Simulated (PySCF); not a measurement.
A structure optimised at PBE-D3(BJ)/def2-SVP, used in a PySCF frequency run:

```xyz
10

Al    -0.0267    -0.4771     0.0000
C     -0.7784     1.3092     0.0000
C      0.0079     2.4092     0.0000
H     -1.8735     1.4692     0.0000
H     -0.4042     3.4359     0.0000
H      1.1104     2.3369     0.0000
O      1.6894    -0.5777     0.0000
H      2.2165    -1.3895     0.0000
O     -1.0949    -1.8229     0.0000
H     -0.8353    -2.7557     0.0000
```
Charge 0, spin multiplicity 1.

Task: Write its SMILES, formula and point group.

Result: C=[CH][Al]([OH])[OH], C₂H₅AlO₂, Cs

Task: What are its rotational constants (standard atomic weights)?

Result: 6.1118, 2.7460, 1.8947 GHz
